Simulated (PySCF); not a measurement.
Compound: C₈H₁₁NSe.
SMILES with atom numbers: `[CH3:1][C:2]1=[C:3]([CH3:4])[C@@H:5]([CH3:6])[C@H:7]([C:8]#[N:9])[Se:10]1` (hydrogens: H11, H12, H13 on C1; H14, H15, H16 on C4; H17 on C5; H18, H19, H20 on C6; H21 on C7)

A GFN2-xTB structure was refined with PBE0-D3(BJ)/def2-SVP geometry optimisation, gas phase in PySCF 2.14.0. Its GFN2-xTB values:

| coordinate | GFN2-xTB |
| --- | --- |
| C1–C2 | 1.511 Å |
| C1–H11 | 1.094 Å |
| C1–H13 | 1.036 Å |
| C2=C3 | 1.338 Å |
| C2–Se10 | 1.933 Å |
| C3–C4 | 1.519 Å |
| C3–C5 | 1.495 Å |
| C4–H14 | 1.110 Å |
| C5–C6 | 1.531 Å |
| C5–C7 | 1.538 Å |
| C5–H17 | 1.080 Å |
| C6–H18 | 1.084 Å |
| C7–C8 | 1.441 Å |
| C7–Se10 | 1.996 Å |
| C7–H21 | 1.111 Å |
| C8≡N9 | 1.124 Å |
| C2–C3–C4 | 122.5° |
| C2–C3–C5 | 118.0° |
| C3–C5–C6 | 110.0° |
| C4–C3–C5 | 119.3° |
| C5–C7–Se10 | 107.1° |
| C6–C5–C7 | 110.0° |
| C7–C8–N9 | 179.5° |
| C8–C7–Se10 | 107.6° |
| C1–C2–Se10–C7 | 169° |
| C2–C3–C5–C6 | -97° |
| C3–C5–C7–C8 | 88° |
| C5–C7–Se10–C2 | 23° |

**Question.** How do these coordinates change at the PBE0-D3(BJ)/def2-SVP level?

**Answer.** 
```
   coordinate  PBE0-D3(BJ)/def2-SVP (Å or °)  change
       C1–H13                          1.098  +0.062
        C8≡N9                          1.158  +0.034
        C3–C4                          1.493  -0.026
       C5–H17                          1.104  +0.024
      C7–Se10                          1.972  -0.024
        C1–C2                          1.489  -0.022
        C3–C5                          1.517  +0.022
      C2–Se10                          1.918  -0.015
       C6–H18                          1.099  +0.015
        C7–C8                          1.455  +0.014
       C7–H21                          1.100  -0.011
       C1–H11                          1.103  +0.009
       C4–H14                          1.103  -0.007
        C2=C3                          1.344  +0.006
        C5–C6                          1.528  -0.003
        C5–C7                          1.540  +0.002
     C2–C3–C4                          126.0    +3.5
   C8–C7–Se10                          109.9    +2.3
     C2–C3–C5                          116.0    -2.0
   C5–C7–Se10                          105.2    -1.9
     C6–C5–C7                          111.4    +1.4
     C4–C3–C5                          117.9    -1.4
     C7–C8–N9                          178.5    -1.0
     C3–C5–C6                          110.9    +0.9
C5–C7–Se10–C2                             28      +5
  C3–C5–C7–C8                             84      -4
C1–C2–Se10–C7                            166      -3
  C2–C3–C5–C6                            -95      +2
```

The energy falls by 8.0 kcal/mol over 13 energy and gradient evaluations, the largest force component goes from 0.0887 to 2.5e-04 Eh/bohr, and the atoms move by 0.245 Å rms after alignment. The bond that changes most is C1–H13 (allylic carbon to methyl hydrogen), which lengthens by 0.062 Å. Bonds longer at the end by more than 0.005 Å: 12 of 21; shorter: 7. Among the dihedrals that turn most is C2–C3–C4–H15, from -35° to 3°. Rotational constants go from 1058, 951.6, 714.8 to 1034, 952.3, 733.7 MHz.

The run used 213 basis functions and 97 SCF cycles in all. On an Intel Xeon Platinum 8375C at 2.90 GHz with one thread, no GPU, on a shared host, this took 5.6 min wall and 0.96 GiB of memory at its peak.

Not checked by PBE0-D3(BJ)/def2-SVP frequencies. The numbers are those of one conformer.
